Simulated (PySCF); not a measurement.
C₂H₇NOSi₂, SMILES CC1=N[SiH2]O[SiH2]1. Atoms are numbered in the order given.

```xyz
13

C      0.6726     2.5165     0.0000
C      0.3887     1.0414     0.0000
N      1.3297     0.1681     0.0000
Si     0.7709    -1.5135     0.0000
O     -0.9074    -1.3314     0.0000
Si    -1.3925     0.2747     0.0000
H      0.2162     2.9937     0.8847
H      0.2162     2.9937    -0.8847
H      1.7565     2.7016     0.0000
H      1.2338    -2.2222     1.2197
H      1.2338    -2.2222    -1.2197
H     -2.1849     0.6130     1.2150
H     -2.1849     0.6130    -1.2150
```

Coordinates come from a B3LYP-D3(BJ)/def2-SVP optimisation. The structure was generated by enumeration, and PubChem lists no compound with its InChIKey, so it may never have been made.

Calculation: TDDFT-LC-ωPBE/def2-SVPD run with PySCF 2.14.0.

Vertical excitations. Gas-phase values at a fixed geometry. State labels are in the subgroup Cs.

| state | symmetry | energy (eV) | λ (nm) | f | main pairs |
|---|---|---|---|---|---|
| S1 | A" | 3.99 | 311 | 0.000 | HOMO→LUMO 97 % |
| S2 | A' | 6.69 | 185 | 0.020 | HOMO→LUMO+1 80 % |
| S3 | A' | 7.22 | 172 | 0.016 | HOMO→LUMO+2 64 % |
| S4 | A" | 7.50 | 165 | 0.003 | HOMO−3→LUMO 91 % |
| S5 | A' | 7.55 | 164 | 0.287 | HOMO−1→LUMO 69 % |
| S6 | A' | 7.64 | 162 | 0.106 | HOMO→LUMO+3 38 %, HOMO→LUMO+5 30 %, HOMO→LUMO+4 12 % |
| S7 | A" | 7.72 | 161 | 0.000 | HOMO−1→LUMO+1 70 %, HOMO−2→LUMO+1 12 % |
| S8 | A' | 8.00 | 155 | 0.021 | HOMO−2→LUMO 76 %, HOMO−1→LUMO 16 % |
| T1 | A" | 3.29 | 377 | 0 | HOMO→LUMO 96 % |
| T2 | A' | 4.73 | 262 | 0 | HOMO−2→LUMO 54 %, HOMO−1→LUMO 31 % |
| T3 | A' | 6.38 | 194 | 0 | HOMO→LUMO+1 86 % |
| T4 | A" | 6.92 | 179 | 0 | HOMO−3→LUMO 87 % |
Triplets are in the Tamm–Dancoff approximation, which puts them higher than full response would, so one can lie above its singlet here.
